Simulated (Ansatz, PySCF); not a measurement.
Complex: H2O (SMILES O) (first 3 atoms) with CH2O (SMILES C=O); geometry from B3LYP-D3(BJ)/def2-TZVP.
(charge 0, multiplicity 1):
```
atom    x (Å)    y (Å)    z (Å)
----  -------  -------  -------
O      0.2747  -0.1146   0.5396
H     -0.4627  -0.4410   1.0783
H     -0.0426  -0.1115  -0.3678
C     -0.3464  -0.3362   3.5863
O     -1.2253  -0.7603   2.8809
H      0.5738   0.1012   3.1637
H     -0.4289  -0.3694   4.6874
```

Basis-set superposition error: the interaction energy with monomers in their own basis, and in the dimer's basis (counterpoise).

The values were computed with Ansatz (a quantum-chemistry and plane-wave program) with Gaussian orbitals; PySCF for M06-2X. Values without a source in brackets are computed.

```csv
level,uncorrected (kJ/mol),counterpoise (kJ/mol),difference
HF/aug-cc-pVTZ,-16.0,-15.7,0.3
PBE/def2-TZVPPD,-19.7,-19.6,0.2
BLYP/def2-TZVPPD,-15.1,-14.9,0.2
r2SCAN/def2-TZVPPD,-22.7,-22.5,0.2
B97M-V/def2-TZVPPD,-21.9,-21.7,0.1
PBE0/def2-TZVPPD,-20.5,-20.4,0.2
M06-2X/def2-TZVPPD,-23.8,-23.7,0.2
SCS-MP2/aug-cc-pVTZ,-20.9,-18.8,2.2
CCSD/aug-cc-pVDZ,-22.5,-18.5,4.1
CCSD(T)/aug-cc-pVTZ,-23.4,-21.5,1.9
```

The error is largest for CCSD/aug-cc-pVDZ (4.1 kJ/mol) and smallest for B97M-V/def2-TZVPPD (0.1 kJ/mol).
